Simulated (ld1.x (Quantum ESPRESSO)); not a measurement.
# Which change was made? (Ga, TM)

Ga, norm-conserving Troullier–Martins (Kleinman–Bylander form), made with ld1.x (Quantum ESPRESSO) 7.5 (PBE, scalar-relativistic). Core [Ar] 3d10, reference 4s1.5 4p0 (charge +1.5). Waves: 4s (bound): rc 1.50 bohr; 4p (bound, empty): rc 1.60 bohr. Local part: all-electron potential smoothed inside 1.45 bohr (lloc = -1). Core correction: Bessel-smoothed model core, default radius (core density twice the valence density).

Cutoffs, loose and tight: the cutoffs (Ry, on a coarse ladder) from which the occupation-weighted sum of valence levels, in a spherical-Bessel basis at the reference potential, stays within 10 and 1 mRy of its value at 400 Ry. They do not see the model core or the augmentation charge, which bear on the density cutoff. Test errors are all-electron minus pseudo excitation energies from the reference, over the configurations 4s2 4p1; 4s2 4p0; 4s1 4p0; 4s0 4p3; 4s2 4p0.5; 4s1 4p2; 4s2 4p1.3; variants that change the core or the reference have their own tests.

The base gives: outcome: generated; cutoff, loose: 15 Ry; cutoff, tight: 55 Ry; bound ghosts: none; largest test error (meV): -44.

Question: After one change the result is: outcome: generated; cutoff, loose: 25 Ry; cutoff, tight: 55 Ry; bound ghosts: none; largest test error (meV): -55. Which change was it?
A. reference 4s2 4p0
B. type TM semilocal; local potential the s channel
C. all radii but the core radius scaled by about 0.81 (s 1.22, p 1.30 bohr); local potential all-electron potential smoothed inside 1.18 bohr (lloc = -1)

Answer: B. The others give: reference 4s2 4p0 → outcome: generated; cutoff, loose: 18 Ry; cutoff, tight: 60 Ry; bound ghosts: none; largest test error (meV): -89 | all radii but the core radius scaled by about 0.81 (s 1.22, p 1.30 bohr); local potential all-electron potential smoothed inside 1.18 bohr (lloc = -1) → outcome: generated; cutoff, loose: 55 Ry; cutoff, tight: 200 Ry; bound ghosts: s; largest test error (meV): -80.
